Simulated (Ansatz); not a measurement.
Geometry optimisation, RKS PBE0-D4/def2-SVP (Ansatz).

The input (input.yaml):

```yaml
crystal:
  periodic: [false, false, false]
  atoms:
    - { symbol: "N", position_ang: [-0.3276, 1.7173, -0.7076] }
    - { symbol: Sn, position_ang: [-0.0984, 0.3159, 0.7226] }
    - { symbol: C, position_ang: [0.3857, -1.5786, -0.073] }
    - { symbol: O, position_ang: [-0.8512, -1.411, 0.0413] }
    - { symbol: H, position_ang: [0.2594, 1.5119, -1.531] }
    - { symbol: H, position_ang: [-0.0243, 2.6756, -0.3193] }
    - { symbol: H, position_ang: [-0.8496, 0.6182, 2.2653] }
    - { symbol: H, position_ang: [0.7884, -1.5863, -1.1243] }
    - { symbol: H, position_ang: [0.806, -2.3093, 0.7088] }
basis:
  gaussian: { orbitals: def2-SVP }
hamiltonian:
  xc: pbe0
  dispersion: d4
relax:
  f_tol: 0.02
  max_steps: 50
```

Command:

```bash
$ ansatz run input.yaml --threads 2 --pin off --max-ram 3072MiB --backend cpu --events-out ev --progress --plain --runs-dir out
```

Where does it end, and by what steps?

It converged. After 44 steps the energy has fallen by 1.912 eV; O4 moved furthest, 1.60 Å. Parted: Sn2–C3.

| step | energy less start (eV) | largest force component (eV/Å) | accepted |
| --- | --- | --- | --- |
| 0 | 0.0000 | 6.958 | yes |
| 2 | -0.7870 | 0.815 | yes |
| 4 | -0.8586 | 1.542 | yes |
| 6 | -1.2367 | 0.424 | yes |
| 8 | -1.2705 | 1.911 | no |
| 10 | -1.4382 | 0.430 | yes |
| 12 | -1.4497 | 1.283 | no |
| 14 | -1.4816 | 0.115 | yes |
| 16 | -1.4881 | 0.135 | yes |
| 18 | -1.5041 | 0.775 | yes |
| 20 | -1.5655 | 0.225 | yes |
| 22 | -1.6011 | 1.135 | yes |
| 24 | -1.6353 | 0.504 | yes |
| 26 | -1.6703 | 0.284 | yes |
| 28 | -1.6762 | 0.342 | yes |
| 30 | -1.7056 | 0.374 | yes |
| 32 | -1.7393 | 0.131 | yes |
| 34 | -1.7969 | 1.073 | yes |
| 36 | -1.8434 | 0.797 | yes |
| 38 | -1.8996 | 0.396 | yes |
| 40 | -1.8973 | 0.217 | no |
| 42 | -1.9118 | 0.077 | yes |
| 44 | -1.9125 | 0.010 | yes |

```xyz
9
Properties=species:S:1:pos:R:3
N 0.041 1.277 -0.660
Sn 0.645 1.174 1.330
C 0.173 -1.697 -0.110
O 0.424 -1.303 1.005
H 0.664 1.710 -1.336
H -0.921 1.514 -0.890
H -1.048 1.026 1.886
H 0.028 -0.960 -0.935
H 0.083 -2.788 -0.306
```

Whether the end is a true minimum wasn't checked by a vibrational analysis.

The run took 98 s on 2 threads of Arm Neoverse V2, on a shared host, peak memory 0.2 GiB.
